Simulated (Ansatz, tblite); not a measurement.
Isomers of Mo3S7⁻ (doublet), found by a short tight-binding search and relaxed with r2SCAN-D4/def2-SVP in Ansatz.

In the def2 sets Mo takes a core potential; there is no spin–orbit coupling. The xTB rows come from tblite.

Run but left out: HF/def2-SVPD, MP2/def2-SVPD (A: ⟨S²⟩ 3.06, where a pure state has 0.75).

D: At PBE0-D4/def2-SVP the charge -1 doublet is spin-contaminated (final ⟨S²⟩ up to 0.92, 0.75 for a pure state).

Other spin states weren't relaxed.

A:

```xyz
10

Mo    0.290    0.130   -1.157
Mo    1.098    0.420    1.288
Mo   -1.375    0.684    0.685
S    -0.124   -1.286   -3.110
S     1.597   -1.467    2.167
S     0.669   -2.124   -1.350
S    -2.456   -1.094    1.189
S    -0.317    1.938    2.368
S    -1.585    1.523   -1.477
S     2.203    1.277   -0.604
```

B:

Cartesian coordinates in Å:
```
Mo 1.192 0.152 -0.468
Mo -1.129 0.967 0.394
Mo -0.510 -1.508 0.645
S -1.536 -2.682 -0.813
S 1.332 -0.149 -2.574
S 0.664 2.580 0.123
S -1.712 -0.275 2.266
S -2.533 1.053 -1.205
S 2.462 1.631 0.854
S 1.770 -1.768 0.778
```

C:

Cartesian coordinates in Å:
```
Mo -1.035 1.334 -0.147
Mo 1.676 -0.185 0.480
Mo -1.337 -1.044 -0.018
S -2.208 -1.766 -1.830
S 2.937 -0.251 2.205
S -1.724 2.051 -2.037
S -2.591 0.400 1.340
S 2.823 -0.426 -1.295
S 0.462 -2.185 0.765
S 0.999 2.072 0.537
```

D:

```xyz
10

Mo    0.481    0.480   -0.780
Mo   -1.171    0.625    1.062
Mo    0.254   -1.779    0.566
S     1.538    2.572   -1.231
S     1.147    0.275    1.496
S     1.628   -3.252    1.364
S    -2.337    2.414    0.743
S     0.154   -1.647   -1.707
S    -1.989   -1.530    1.212
S     0.295    1.842   -2.725
```

Problem. Estimate which lies lowest at each level, and how far above it the others are (kcal/mol).

Solution. 
```
               level     A     B    C     D
            GFN1-xTB  16.1  15.5  0.0  25.6
            GFN2-xTB   0.4   6.8  0.0   3.6
LDA (SPW92)/def2-SVP  22.9  25.9  0.0  22.4
     PBE-D4/def2-SVP  24.7  27.4  0.0  26.5
  r2SCAN-D4/def2-SVP  26.3  29.6  0.0  29.7
    PBE0-D4/def2-SVP  20.8  23.8  0.0  22.7
```
Point groups (tolerance 0.1 Å): A not assigned, B not assigned, C Cs, D not assigned. Lower isomers may exist.
